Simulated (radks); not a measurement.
All-electron atom: Cr12+ in [Ne] 3s2 (the NIST ground configuration).

All-electron calculation, non-relativistic Kohn-Sham, r2SCAN, spin-polarised, spherical densities, point nucleus; meta-GGA in the generalised Kohn-Sham scheme. Program: a radial shooting solver on a logarithmic mesh with Libxc functionals.

Energy parts (eV):
total: -26790.525
kinetic: 26778.037
electron-nucleus: -59261.382
Hartree: 6751.503
exchange-correlation: -1058.684

Orbitals (lengths in bohr, moments of r in powers of bohr):
orbital,occ.,eigenvalue (eV),<1/r>
1s,2,-6200.458,23.53
2s,2,-993.2643,5.051
2p,6,-894.3187,4.980
3s,2,-339.5115,1.855
3p,0,-308.9924,1.795
4s,0,-158.1487,1.005

The highest occupied level is 3s at -339.51 eV. Virial ratio -V/T = 2.00047. For comparison, the ionisation energy in NIST's Atomic Spectra Database is 354.7 eV (semi-empirical). In exact Kohn-Sham theory the highest level is minus the ionisation energy, but local and semilocal functionals leave it too shallow, through self-interaction and a potential that decays too fast; potentials with the right tail come closer. Summed over all electrons, <r^2> = 2.041 bohr^2, which gives a Langevin (diamagnetic) susceptibility term of -1.62 x 10^-6 cm^3/mol. The density falls to 0.001 e/bohr^3 at r = 1.69 bohr.
